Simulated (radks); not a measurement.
Ga21+, configuration [Ne] (the NIST ground configuration). Method: scalar-relativistic Kohn-Sham, PBEsol, spin-polarised, spherical densities, finite nucleus; Fermi nuclear charge, rms radius 3.9973 fm; computed with a radial shooting solver on a logarithmic mesh with Libxc functionals.

Normalised radial functions P(r) = r R(r), r in bohr:

r              2s      2p       3s
0.0035     0.3618  0.0118   0.1782
0.004897   0.4797  0.0220   0.2361
0.006798   0.6202  0.0402   0.3051
0.009437   0.7814  0.0730   0.3841
0.01321    0.9517  0.1327   0.4668
0.01833    1.0885  0.2334   0.5318
0.02545    1.1358  0.3993   0.5500
0.03561    1.0002  0.6649   0.4732
0.04943    0.5911  1.0358   0.2554
0.06862   -0.1375  1.4984  -0.1219
0.09603   -1.1107  1.9713  -0.5973
0.1333    -1.9621  2.2459  -0.9213
0.1851    -2.2825  2.1304  -0.7774
0.259     -1.8467  1.5612   0.0314
0.3595    -0.9981  0.8183   1.0954
0.499     -0.3221  0.2692   1.5941
0.6983    -0.0492  0.0439   1.1200
0.9694    -0.0030  0.0030   0.3875
1.346     0.0000  0.0001   0.0556

2s: eigenvalue -2113.6 eV, 1 radial node at r = 0.0651 bohr, <r> = 0.214 bohr, 90 % of the charge inside 0.329 bohr. 2p: eigenvalue -1959.6 eV, 0 radial nodes, <r> = 0.186 bohr, 90 % of the charge inside 0.303 bohr. 3s (empty): eigenvalue -825.77 eV, 2 radial nodes at r = 0.0625, 0.256 bohr, <r> = 0.527 bohr, 90 % of the charge inside 0.763 bohr.
